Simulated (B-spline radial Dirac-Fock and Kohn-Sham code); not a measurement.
Tl 4f5/2: cross section and angular parameters

System: the free thallium atom in the configuration [Xe] 4f14 5d10 6s2 6p1; threshold 122.2 eV (tabulated edge). Level of theory: Dirac-Hartree-Slater photoionisation with a Latter tail; cross sections with all multipoles, angular parameters from the dipole term and its interference with E2; a radial atomic solver.

Input of the calculation (task.json; shells as n, l, electrons):

```json
{"items": [{
  "Z": 81,
  "q": 0,
  "cfg": [[1, 0, 2], [2, 0, 2], [2, 1, 6], [3, 0, 2], [3, 1, 6], [3, 2, 10], [4, 0, 2], [4, 1, 6], [4, 2, 10], [4, 3, 14], [5, 0, 2], [5, 1, 6], [5, 2, 10], [6, 0, 2], [6, 1, 1]],
  "A": 205,
  "rrms": 5.4759,
  "do": "xps",
  "hv": [58.0, 70.5, 73.8, 128.0, 177.0, 200, 204.0, 291.0, 335.0, 513.0, 568.0, 600, 861.0, 1000, 1253.6, 1980.0, 2190.0, 2320.0, 2984.4, 3020.0, 3450.0, 3560.0, 4090.0, 4250.0, 4560.0, 5020.0, 5414.7, 6000, 6600.0, 8047.8],
  "edges": {"K": 85530.0, "L1": 15347.0, "L2": 14698.0, "L3": 12658.0, "M1": 3704.0, "M2": 3416.0, "M3": 2957.0, "M4": 2485.0, "M5": 2389.0, "N1": 846.2, "N2": 720.5, "N3": 609.5, "N4": 405.7, "N5": 385.0, "N6": 122.2, "N7": 117.8, "O1": 136.0, "O2": 94.6, "O3": 73.5}
}]}
```

Run with: `python xray2_run.py task.json out`

| hν (eV) | σ (kb) | β | γ | δ |
| --- | --- | --- | --- | --- |
| 177 | 321 | 1.515 | 0.018 | 0.005 |
| 200 | 628 | 0.892 | 0.009 | 0.007 |
| 204 | 696 | 0.809 | 0.007 | 0.007 |
| 291 | 1950 | 0.271 | -0.008 | 0.012 |
| 335 | 2090 | 0.300 | -0.010 | 0.014 |
| 513 | 1480 | 0.547 | -0.009 | 0.024 |
| 568 | 1260 | 0.613 | -0.005 | 0.027 |
| 600 | 1150 | 0.647 | -0.003 | 0.029 |
| 861 | 539 | 0.848 | 0.031 | 0.044 |
| 1000 | 372 | 0.915 | 0.059 | 0.052 |
| 1253.6 | 202 | 0.992 | 0.121 | 0.066 |
| 1980 | ? | ? | ? | ? |
| 2190 | 36.3 | 1.068 | 0.395 | 0.111 |
| 2320 | 30.0 | 1.067 | 0.433 | 0.117 |
| 2984.4 | 12.7 | 1.045 | 0.615 | 0.146 |
| 3020 | 12.1 | 1.044 | 0.624 | 0.148 |
| 3450 | 7.55 | 1.022 | 0.729 | 0.166 |
| 3560 | 6.74 | 1.016 | 0.754 | 0.171 |
| 4090 | 4.05 | 0.987 | 0.868 | 0.194 |
| 4250 | 3.51 | 0.978 | 0.900 | 0.200 |
| 4560 | 2.70 | 0.961 | 0.959 | 0.213 |
| 5020 | 1.87 | 0.936 | 1.040 | 0.232 |
| 5414.7 | 1.40 | 0.915 | 1.103 | 0.249 |
| 6000 | 0.935 | 0.885 | 1.189 | 0.272 |
| 6600 | 0.641 | 0.857 | 1.269 | 0.296 |
| 8047.8 | 0.288 | 0.795 | 1.431 | 0.353 |

Question: Give the values at 1980 eV.

Answer: σ = 50.5 kb, β = 1.066, γ = 0.333, δ = 0.101.
